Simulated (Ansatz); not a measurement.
The cluster Te₂Pd. Charge 0, multiplicity 1. Geometry r2SCAN-D4/def2-TZVP.

Cartesian coordinates in Å:
```
Pd 0.412 -0.333 -1.361
Te -0.024 1.467 0.417
Te -0.387 -1.133 0.944
```

In the def2 sets Pd, Te take a core potential; there is no spin–orbit coupling. LC-ωPBE has ω = 0.4 bohr⁻¹. At PBE-D4/def2-TZVP, r2SCAN-D4/def2-TZVP the restricted singlet is unstable: a solution with broken spin symmetry lies lower. At PBE-D4/def2-TZVP, r2SCAN-D4/def2-TZVP an occupied level of the charge 0 singlet lies above an empty one (by up to 0.29 eV), so this SCF solution is probably not the lowest. The restricted singlet is unstable towards broken spin symmetry at other levels; at r2SCANh-D4/def2-TZVP, PBE0-D4/def2-TZVPD, LC-ωPBE/def2-TZVP this wasn't settled. The geometry of the singlet was relaxed on an unsound state (an occupied level 0.13 eV above an empty one). At PBE0-D4/def2-TZVP a triplet of charge 0 lies 0.34 eV below the restricted singlet, each at its own geometry. The structure comes from a short search, and lower isomers may exist.

(1) Estimate the orbital energies around the gap (eV) in Ansatz with PBE-D4/def2-TZVP, r2SCAN-D4/def2-TZVP, r2SCANh-D4/def2-TZVP, PBE0-D4/def2-TZVPD, LC-ωPBE/def2-TZVP.

Answers

(1) 
| orbital | PBE-D4/def2-TZVP | r2SCAN-D4/def2-TZVP | r2SCANh-D4/def2-TZVP | PBE0-D4/def2-TZVPD | LC-ωPBE/def2-TZVP |
| --- | --- | --- | --- | --- | --- |
| HOMO−9 | -14.06 | -14.47 | -15.04 | -15.60 | -18.74 |
| HOMO−8 | -8.41 | -8.69 | -9.14 | -9.65 | -12.27 |
| HOMO−7 | -7.68 | -7.91 | -8.29 | -8.75 | -11.55 |
| HOMO−6 | -7.67 | -7.89 | -8.27 | -8.70 | -11.17 |
| HOMO−5 | -7.15 | -7.44 | -8.00 | -8.67 | -11.15 |
| HOMO−4 | -6.30 | -6.58 | -7.21 | -7.97 | -10.80 |
| HOMO−3 | -6.25 | -6.50 | -7.01 | -7.57 | -9.87 |
| HOMO−2 | -5.70 | -5.93 | -6.48 | -7.12 | -9.62 |
| HOMO−1 | -5.43 | -5.66 | -6.14 | -6.70 | -9.25 |
| HOMO | -4.24 | -4.40 | -4.77 | -5.23 | -7.54 |
| LUMO | -4.53 | -4.53 | -4.28 | -3.89 | -2.03 |
| LUMO+1 | -2.96 | -2.69 | -2.38 | -2.13 | -0.18 |
| LUMO+2 | -2.30 | -2.12 | -1.83 | -1.56 | 0.58 |
| LUMO+3 | -0.32 | 0.00 | 0.20 | 0.24 | 1.74 |
| LUMO+4 | 0.30 | 0.74 | 0.91 | 0.43 | 2.30 |
| LUMO+5 | 0.59 | 1.15 | 1.30 | 0.45 | 2.70 |
